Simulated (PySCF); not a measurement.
From one molecule to another.

First species: C5H5NS.
Bonds: C1–C2, C2–C3 (double), C3–S4 (double), C2–C5, C5–C6, C6–N7 (triple). Hydrogens: H8, H9, H10 on C1; H11, H12 on C5.

Second species: 2-acetoxypropanal, C₅H₈O₃.
Geometry (GFN2-xTB, Å), atoms numbered from 1 in this order:
```
atom  x, y, z in Å
C1     2.683    0.006    0.230
C2     1.355   -0.511   -0.245
O3     1.160   -1.571   -0.777
O4     0.384    0.391   -0.021
C5    -0.938   -0.026   -0.336
C6    -1.846    1.200   -0.340
C7    -1.425   -1.043    0.682
O8    -0.826   -1.372    1.660
H9     2.917    0.936   -0.283
H10    3.452   -0.734    0.033
H11    2.623    0.209    1.296
H12   -0.939   -0.519   -1.321
H13   -1.828    1.670    0.640
H14   -1.492    1.914   -1.077
H15   -2.865    0.910   -0.582
H16   -2.423   -1.451    0.430
```

Levels: PBE0/def2-SVPD for dipole moment, HOMO energy, LUMO energy, HOMO–LUMO gap, static isotropic polarisability and electronic spatial extent ⟨r²⟩ about the centre of nuclear charge; TDDFT PBE0/def2-SVPD for lowest singlet excitation; TDA PBE0/def2-SVPD for lowest triplet excitation (Tamm–Dancoff); GFN2-xTB for rotational constant A and rotational constant C. Geometries: GFN2-xTB. Each structure is a single optimised conformer of the isolated species, non-relativistic unless stated; the electronic structure was computed with PySCF and density fitting.

Dipoles, sizes and rotational constants follow the conformer. The torsions of the flexible species, by atom-mapped SMILES:
- `[CH3:1][C:2](=[C:3]=[S:4])[CH2:5][C:6]#[N:7]`: C1–C2–C5–C6 69°
- `[CH3:1][C:2](=[O:3])[O:4][C@H:5]([CH3:6])[CH:7]=[O:8]`: C1–C2–O4–C5 -175°, C2–O4–C5–C6 -167°, O4–C5–C7–O8 5°

Values for the first species:

```
Dipole moment                                                     : 3.41 D
HOMO energy                                                       : -6.67 eV
LUMO energy                                                       : -2.58 eV
HOMO–LUMO gap                                                     : 4.09 eV
Lowest singlet excitation                                         : 2.31 eV
Lowest triplet excitation (Tamm–Dancoff)                          : 1.93 eV
Static isotropic polarisability                                   : 87.2 au
Electronic spatial extent ⟨r²⟩ about the centre of nuclear charge : 1138 bohr²
Rotational constant A                                             : 4.219 GHz
Rotational constant C                                             : 0.981 GHz
```

**Question.** Estimate the same properties for the second species, and the change in each.

**Answer.** 
```
                                                         property       first      second  second less first
                                                    dipole moment      3.41 D      3.36 D            -0.05 D
                                                      HOMO energy    -6.67 eV    -7.72 eV           -1.05 eV
                                                      LUMO energy    -2.58 eV    -1.03 eV           +1.55 eV
                                                    HOMO–LUMO gap     4.09 eV     6.69 eV           +2.60 eV
                                        lowest singlet excitation     2.31 eV     4.37 eV           +2.06 eV
                         lowest triplet excitation (Tamm–Dancoff)     1.93 eV     3.73 eV           +1.80 eV
                                  static isotropic polarisability     87.2 au     69.8 au           -17.4 au
electronic spatial extent ⟨r²⟩ about the centre of nuclear charge  1138 bohr²  1002 bohr²         -136 bohr²
                                            rotational constant A   4.219 GHz   3.124 GHz         -1.095 GHz
                                            rotational constant C   0.981 GHz   1.302 GHz         +0.321 GHz
```

On the first: In atomic units the dipole is 1.34 e·bohr (1 au = 2.5417 D). S1 lies 1.78 eV below the HOMO–LUMO gap; its leading configuration is HOMO→LUMO, weight 1.00.

On the second: The vertical singlet–triplet gap S1 − T1 is 0.64 eV (TDDFT singlet less Tamm–Dancoff triplet; S1: HOMO→LUMO, weight 0.96; T1: HOMO→LUMO, weight 0.94). The polarisability is 10.35 Å³ as a volume (1 au = 0.148185 Å³), or 1.13 au for each of the 62 electrons.
